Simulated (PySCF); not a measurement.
SMILES B[SiH2][SiH2]c1cccs1 (C4H9BSSi2), singlet (GFN2-xTB optimised geometry):

```
17

B      1.562    -2.607    -0.042
Si    -0.354    -2.933    -0.141
Si    -1.621    -0.980     0.004
C     -0.445     0.486     0.000
C      0.919     0.486     0.000
C      1.498     1.773     0.000
C      0.560     2.754     0.000
S     -1.035     2.116     0.000
H      2.220    -2.496    -1.006
H      2.122    -2.561     0.987
H     -0.885    -3.817     0.915
H     -0.809    -3.614    -1.369
H     -2.558    -0.749    -1.105
H     -2.428    -0.847     1.226
H      1.497    -0.427     0.000
H      2.558     1.956     0.000
H      0.705     3.817    -0.001
```

Method: CAM-B3LYP/def2-SVP (PySCF).

### Question
What are the frontier orbital energies and the dipole moment?

### Answer
HOMO-2 -9.52 eV, HOMO-1 -8.58 eV, HOMO -8.17 eV, LUMO -1.37 eV, LUMO+1 0.39 eV; dipole moment 1.15 D.

On the same geometry PBE/def2-SVP run with PySCF gives HOMO-2 -7.17 eV, HOMO-1 -6.37 eV, HOMO -5.98 eV, LUMO -3.48 eV, LUMO+1 -1.62 eV; dipole moment 1.10 D.

Meta-Löwdin charges at CAM-B3LYP/def2-SVP: B1 -0.17, Si2 0.25, Si3 0.42, C4 -0.34, C5 -0.11, C6 -0.13, C7 -0.22, S8 0.26, H9 0.03, H10 0.03, H11 -0.08, H12 -0.09, H13 -0.09, H14 -0.09, H15 0.10, H16 0.12, H17 0.13.
